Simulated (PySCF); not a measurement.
## Working out the excitation energy of O

O [He] 2s2 2p4 (3P) → O [He] 2s1 2p5 (3P). Calculation: PySCF 2.14, in aug-cc-pwCVTZ; no relativity, point nucleus. Frozen: nothing. Energies in hartree (1 hartree = 27.21139 eV):

```tsv
part	O (lower)	O (upper)
UHF	-74.813062	-74.193032
CCSD correlation	-0.219064	-0.265676
(T)	-0.003919	-0.014638
```

What does Hartree-Fock give?

(-74.193032) − (-74.813062) = 0.620030 hartree = 16.872 eV.

What do CCSD and CCSD(T) give?

The CCSD correlation energies differ by -0.046612 hartree = -1.268 eV and the triples by -0.010719 hartree = -0.292 eV, so CCSD gives 15.604 eV and CCSD(T) 15.312 eV.

The upper state lies above the first ionisation limit, where it may autoionise and the basis confines it.

The coupled-cluster amplitudes are large, so a single reference is strained.
